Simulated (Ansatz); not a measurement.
Species: C₄H₄, SMILES `C1C=CC=1` with one electron removed (charge 1, multiplicity 2), formula C₄H₄.

Question: How many basis functions does frozen-core CCSD(T)/cc-pVTZ // PBE0-D3(BJ)/def2-SVP in Ansatz (a first-principles code) use, how many core orbitals are frozen, and how many electrons are correlated?

Answer: 176 basis functions and 4 frozen orbitals, which leaves 19 correlated electrons. Core time is of the order of minutes.
